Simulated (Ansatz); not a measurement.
`[Si]Br` radical. Charge 0, multiplicity 2.

```xyz
2

Si    0.286   -1.068    0.148
Br   -0.286    1.068   -0.148
```

(1) List the harmonic frequencies (cm⁻¹, unscaled) at PBE0-D4/def2-TZVP in Ansatz. (Estimate.)

(2) Is this a minimum?

## Answers

(1) The calculation gave: 421.

(2) Yes, all 1 modes are real.
